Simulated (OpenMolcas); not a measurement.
Fe5+: effect of the IPEA shift

```
Program             : OpenMolcas
Basis               : ANO-RCC-VTZP [6s5p3d2f1g]
Scalar Hamiltonian  : DKH2, point nucleus
Active space        : 3 electrons in 5 orbitals (3d)
State averaging     : 2S+1 = 4 even, 10 roots; 2S+1 = 2 even, 40 roots kept (CI in the orbitals of an earlier block)
Spin-orbit coupling : RASSI with atomic mean-field integrals over the reference wave functions, term energies averaged over their components
```

Methods on the same reference wave functions:
A. CASSCF
B. MS-CASPT2, IPEA 0 Eh, imaginary shift 0.1 Eh (closed shells correlated: 3s 3p)
C. MS-CASPT2, IPEA 0.25 Eh, imaginary shift 0.1 Eh (closed shells correlated: 3s 3p)

Energies in cm⁻¹ above 3d³ ⁴F_3/2, the measured ground level; measured values from Corliss and Sugar, J. Phys. Chem. Ref. Data 11, 135 (1982).

```tsv
Level	A	B	C	Measured
3d³ ⁴F_3/2	0.0	0.0	0.0	0.0
3d³ ⁴F_5/2	539	545	544	511
3d³ ⁴F_7/2	1268	1275	1275	1188
3d³ ⁴F_9/2	2163	2170	2170	2001
3d³ ⁴P_1/2	23249	19360	19600	18738
3d³ ⁴P_3/2	23444	19550	19790	18942
3d³ ²G_7/2	23904	20880	21300	20616
3d³ ⁴P_5/2	24113	20230	20460	19611
3d³ ²G_9/2	24633	21630	22050	21315
3d³ ²P_1/2	31546	27250	27590	26496
3d³ ²P_3/2 [59 %]	31648	26990	27370	26215
3d³ ²H_9/2	31660	29460	29740	28724
3d³ ²H_11/2	32192	30010	30290	29203
3d³ ²D_3/2(1) [61 %]	34727	29500	29910	28628
3d³ ²D_5/2(1)	35022	29390	29860	28484
3d³ ²F_7/2	54298	47600	48010	46217
3d³ ²F_5/2	54619	47910	48330	46604
3d³ ²D_5/2(2)	84868	75100	75370	71708
3d³ ²D_3/2(2)	85250	75460	75740	72049
```

Deviations, from unrounded energies. A percentage is the sum of absolute deviations over the sum of measured energies, with the sign that they share, or ± where signs differ.

```tsv
Against measurement	Levels	A	B	C
mean absolute deviation (cm-1)	18	5100	950	1200
fine structure of the ground term (%)	3	+7.3	+7.7	+7.7
other terms of the ground configuration (%)	15	+18.2	+3.3	+4.3
```

B lies closest to measurement on these levels and A furthest from it. The largest miss of B in the table is 3d³ ²D_3/2(2), by +3400 cm-1. The ranking rests on the paired levels alone, and a cruder setting can come out closer through cancelling errors.

Between B and C the level of the table that moves most is 3d³ ²D_5/2(1), by 470 cm-1 (lowest in B, highest in C). Moves below CASPT2's spread within the term are not significant.

The mean deviations of B to C differ by less than CASPT2's widest spread within a term (1200 cm-1), so their order carries little weight.

From A to B the spin-free energies of the other terms of 3d³ shown, above ⁴F, scale by factors of 0.83 to 0.93, as is usual when dynamic correlation screens the repulsion within a d or f shell.

The lowest spin-free term lies below A's lowest term by 0.301 hartree in B, 0.296 hartree in C.

CASPT2 does not keep the components of a term degenerate, so their means are used; among the terms shown or strongly mixed into the levels shown the widest spread is 1200 cm-1 (3d³ ⁴F, B). Terms from blocks run as CI alone lack orbitals of their own. Without dynamic correlation excited terms often stand tens of per cent too high (terms of higher spin than the ground term too low), and those without a measured partner can miss by more than the paired ones (holds for A). Measured partners are found by configuration, term and J. A level has none where our copy of the source lacks it or the pairing is in doubt (some pairs that miss far off the trend of their configuration count as doubtful), and it then counts in no deviation. Only configurations of the active space appear.

A share in square brackets marks a mixed level and gives the weight of the term that names it, the lowest over the columns. A number in round brackets counts repeated terms of one configuration in the order of the reference energies.
